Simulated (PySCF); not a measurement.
# Orbital picture of BaSe

ωB97X-V at R = 2.646 Å; basis Ba x2c-TZVPPall, Se x2c-TZVPPall; spin-free X2C with a Gaussian nucleus; PySCF 2.14. State: ¹Σ⁺ (singlet), closed shell. Only the outer orbitals are listed, counted within each symmetry.

```json
{"orbital": "16σ", "occ.": "2", "ε (eV)": "-37.97", "on Ba (%)": "99", "main shells (%)": "99 Ba s"}
{"orbital": "17σ", "occ.": "2", "ε (eV)": "-22.31", "on Ba (%)": "87", "main shells (%)": "87 Ba p, 11 Se s"}
{"orbital": "9π", "occ.": "2", "ε (eV)": "-21.92", "on Ba (%)": "100", "main shells (%)": "100 Ba p"}
{"orbital": "9π", "occ.": "2", "ε (eV)": "-21.92", "on Ba (%)": "100", "main shells (%)": "100 Ba p"}
{"orbital": "18σ", "occ.": "2", "ε (eV)": "-17.39", "on Ba (%)": "19", "main shells (%)": "81 Se s, 12 Ba p"}
{"orbital": "19σ", "occ.": "2", "ε (eV)": "-6.48", "on Ba (%)": "24", "main shells (%)": "75 Se p, 15 Ba d"}
{"orbital": "10π", "occ.": "2", "ε (eV)": "-6.48", "on Ba (%)": "20", "main shells (%)": "80 Se p, 15 Ba d"}
{"orbital": "10π", "occ.": "2", "ε (eV)": "-6.48", "on Ba (%)": "20", "main shells (%)": "80 Se p, 15 Ba d"}
{"orbital": "20σ", "occ.": "0", "ε (eV)": "-0.59", "on Ba (%)": "98", "main shells (%)": "74 Ba s, 22 Ba p"}
{"orbital": "11π", "occ.": "0", "ε (eV)": "0.37", "on Ba (%)": "100", "main shells (%)": "79 Ba p, 20 Ba d"}
{"orbital": "11π", "occ.": "0", "ε (eV)": "0.37", "on Ba (%)": "100", "main shells (%)": "79 Ba p, 20 Ba d"}
```

Which are the highest filled and the lowest empty level, where do they sit, and how wide is the gap?

Highest filled 10π at -6.48 eV (in %: 80 Se p, 15 Ba d); lowest empty 20σ at -0.59 eV (in %: 74 Ba s, 22 Ba p); the gap at ωB97X-V is 5.89 eV.

| Quantity | Value |
| --- | --- |
| bond order (Mayer) | 2.17 |
| ⟨S²⟩ | 0.000 |
| charge on Ba (Mulliken, basis-dependent) | 0.65 |
| charge on Ba (Löwdin, basis-dependent) | 0.11 |
| dipole moment (positive dipole means Ba(−)Se(+)) | -12.26 D |

Spin–orbit coupling is left out.
